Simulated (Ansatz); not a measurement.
A nudged elastic band was laid between two geometries of a periodic cell of 17 atoms, Ba16O (host Ba, host structure bcc, interstitial O).

Method: Ansatz 0.2.0, DFT PBE, scalar-relativistic, plane waves, PAW. Settings: cutoff 420 eV, k mesh 2x2x2, gaussian smearing 0.1 eV, no spin polarisation.

```
movable images  : 5
climbing image  : yes
spring          : 2.0 to 10.0 eV/Å², energy-weighted
optimiser       : fire
start path      : straight line
force threshold : 0.05 eV/Å
iteration limit : 37
end points      : relaxed
```

First end point:

```xyz
17
Lattice="10.0400 0.0000 0.0000 0.0000 10.0400 0.0000 0.0000 0.0000 10.0400" Properties=species:S:1:pos:R:3
Ba -0.002 -0.066 -0.070
Ba 5.018 -0.104 0.144
Ba -0.002 5.094 -0.072
Ba -0.002 0.045 5.044
Ba 2.402 2.514 2.367
Ba 5.018 5.131 0.142
Ba 5.019 0.306 5.066
Ba 7.634 2.514 2.366
Ba -0.002 4.983 5.046
Ba 2.439 7.534 2.583
Ba 2.807 2.513 7.486
Ba 5.019 4.724 5.067
Ba 7.597 7.534 2.582
Ba 7.228 2.513 7.487
Ba 2.549 7.535 7.505
Ba 7.488 7.535 7.506
O 5.018 2.515 6.278
```

Last end point:

```xyz
17
Lattice="10.0400 0.0000 0.0000 0.0000 10.0400 0.0000 0.0000 0.0000 10.0400" Properties=species:S:1:pos:R:3
Ba -0.003 0.038 -0.052
Ba 5.017 0.030 -0.313
Ba -0.003 4.932 0.074
Ba -0.003 0.038 5.066
Ba 2.557 2.468 2.507
Ba 5.017 5.171 0.113
Ba 5.017 0.030 5.327
Ba 7.478 2.468 2.507
Ba -0.003 4.932 4.941
Ba 2.430 7.614 2.507
Ba 2.818 2.476 7.527
Ba 5.017 5.171 4.901
Ba 7.604 7.614 2.507
Ba 7.216 2.476 7.527
Ba 2.391 7.375 7.527
Ba 7.643 7.375 7.527
O 5.017 1.252 7.527
```

Problem. Which bonds break or form, and what moves?

Solution. The atom that moves furthest is O17, by 1.78 Å; four of its nearest neighbours are Ba11 2.52, Ba12 2.52, Ba14 2.52, Ba7 2.52 Å at the first end and Ba2 2.52, Ba7 2.52, Ba14 2.52, Ba11 2.52 Å at the last.

Problem. Give the energies along the band, and the barrier.

Solution. The run converged. The highest image is number 3 of 0 to 6, 0.219 eV above the ends, which have the same energy within 2 meV. By the program's own check the climbing image is a first-order saddle point (lowest curvatures found: -0.79 and 0.26 eV/Å²). Limits of this set-up: coarse k mesh, a small cell, in which the defect meets its images, a typed lattice constant that wasn't relaxed here.

```
image  path coordinate (Å)  energy (eV)  Ba12–O17 (Å)  Ba2–O17 (Å)
    0                 0.00        0.000          2.52         4.70
    1                 0.46        0.103          2.90         4.18
    2                 0.75        0.192          3.26         3.87
    3                 1.01        0.219          3.58         3.57
    4                 1.27        0.191          3.87         3.25
    5                 1.57        0.100          4.19         2.89
    6                 2.03       -0.001          4.72         2.52
```

Problem. What is the geometry of the highest image?

Solution. 
```xyz
17
Lattice="10.0400 0.0000 0.0000 0.0000 10.0400 0.0000 0.0000 0.0000 10.0400" Properties=species:S:1:pos:R:3
Ba -0.002 -0.032 -0.061
Ba 5.018 -0.014 -0.109
Ba -0.002 5.029 0.014
Ba -0.003 0.039 5.056
Ba 2.485 2.490 2.419
Ba 5.018 5.152 0.130
Ba 5.018 0.158 5.183
Ba 7.551 2.490 2.418
Ba -0.003 4.961 4.979
Ba 2.449 7.570 2.545
Ba 2.780 2.517 7.532
Ba 5.018 4.922 5.004
Ba 7.586 7.570 2.545
Ba 7.255 2.517 7.532
Ba 2.476 7.438 7.512
Ba 7.559 7.438 7.512
O 5.018 1.896 6.914
```

The run took 38 min on 4 threads of Arm Neoverse V1 (shared host), peak memory 6.3 GiB.
